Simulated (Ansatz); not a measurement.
A structure relaxed at PBE0-D4/def2-TZVP, charge 0, multiplicity 1:

```json
{"atom": "C1", "x (Å)": "-2.197", "y (Å)": "-0.638", "z (Å)": "2.205"}
{"atom": "O2", "x (Å)": "-1.447", "y (Å)": "-1.159", "z (Å)": "1.138"}
{"atom": "Ge3", "x (Å)": "-0.056", "y (Å)": "-0.204", "z (Å)": "0.500"}
{"atom": "O4", "x (Å)": "1.114", "y (Å)": "-0.066", "z (Å)": "1.867"}
{"atom": "C5", "x (Å)": "1.686", "y (Å)": "-1.236", "z (Å)": "2.392"}
{"atom": "Si6", "x (Å)": "0.743", "y (Å)": "-1.618", "z (Å)": "-1.268"}
{"atom": "C7", "x (Å)": "2.510", "y (Å)": "-1.139", "z (Å)": "-1.686"}
{"atom": "C8", "x (Å)": "0.636", "y (Å)": "-3.412", "z (Å)": "-0.737"}
{"atom": "C9", "x (Å)": "-0.370", "y (Å)": "-1.314", "z (Å)": "-2.750"}
{"atom": "Si10", "x (Å)": "-0.613", "y (Å)": "2.096", "z (Å)": "0.095"}
{"atom": "C11", "x (Å)": "-2.225", "y (Å)": "2.177", "z (Å)": "-0.863"}
{"atom": "C12", "x (Å)": "0.781", "y (Å)": "2.818", "z (Å)": "-0.936"}
{"atom": "C13", "x (Å)": "-0.748", "y (Å)": "3.008", "z (Å)": "1.727"}
{"atom": "H14", "x (Å)": "-2.902", "y (Å)": "-1.404", "z (Å)": "2.540"}
{"atom": "H15", "x (Å)": "-2.778", "y (Å)": "0.247", "z (Å)": "1.908"}
{"atom": "H16", "x (Å)": "-1.566", "y (Å)": "-0.357", "z (Å)": "3.058"}
{"atom": "H17", "x (Å)": "2.378", "y (Å)": "-1.711", "z (Å)": "1.682"}
{"atom": "H18", "x (Å)": "2.256", "y (Å)": "-0.972", "z (Å)": "3.288"}
{"atom": "H19", "x (Å)": "0.930", "y (Å)": "-1.979", "z (Å)": "2.674"}
{"atom": "H20", "x (Å)": "2.892", "y (Å)": "-1.752", "z (Å)": "-2.509"}
{"atom": "H21", "x (Å)": "3.172", "y (Å)": "-1.277", "z (Å)": "-0.828"}
{"atom": "H22", "x (Å)": "2.574", "y (Å)": "-0.091", "z (Å)": "-1.991"}
{"atom": "H23", "x (Å)": "-0.372", "y (Å)": "-3.642", "z (Å)": "-0.384"}
{"atom": "H24", "x (Å)": "1.332", "y (Å)": "-3.626", "z (Å)": "0.077"}
{"atom": "H25", "x (Å)": "0.871", "y (Å)": "-4.080", "z (Å)": "-1.571"}
{"atom": "H26", "x (Å)": "-0.074", "y (Å)": "-1.947", "z (Å)": "-3.593"}
{"atom": "H27", "x (Å)": "-1.412", "y (Å)": "-1.541", "z (Å)": "-2.508"}
{"atom": "H28", "x (Å)": "-0.319", "y (Å)": "-0.274", "z (Å)": "-3.081"}
{"atom": "H29", "x (Å)": "-2.149", "y (Å)": "1.641", "z (Å)": "-1.812"}
{"atom": "H30", "x (Å)": "-2.491", "y (Å)": "3.215", "z (Å)": "-1.085"}
{"atom": "H31", "x (Å)": "-3.047", "y (Å)": "1.733", "z (Å)": "-0.296"}
{"atom": "H32", "x (Å)": "1.737", "y (Å)": "2.734", "z (Å)": "-0.412"}
{"atom": "H33", "x (Å)": "0.875", "y (Å)": "2.304", "z (Å)": "-1.896"}
{"atom": "H34", "x (Å)": "0.602", "y (Å)": "3.878", "z (Å)": "-1.141"}
{"atom": "H35", "x (Å)": "-0.874", "y (Å)": "4.083", "z (Å)": "1.563"}
{"atom": "H36", "x (Å)": "0.154", "y (Å)": "2.852", "z (Å)": "2.323"}
{"atom": "H37", "x (Å)": "-1.600", "y (Å)": "2.652", "z (Å)": "2.310"}
```

Problem. Give its formula and SMILES.

Solution. C8H24GeO2Si2, `C[O][Ge]([O]C)([Si](C)(C)C)[Si](C)(C)C`.

Problem. Point group (tolerance 0.08 Å, 0.16 Å for H)?

Solution. C2.

Problem. Summarise the bond lengths by kind.

Solution. 2 × C–O 1.404 Å; 24 × C–H 1.092 to 1.099 Å; 2 × Ge–O 1.805 Å; 2 × Ge–Si 2.401 Å; 6 × C–Si 1.874 to 1.879 Å.

Computed with Ansatz.
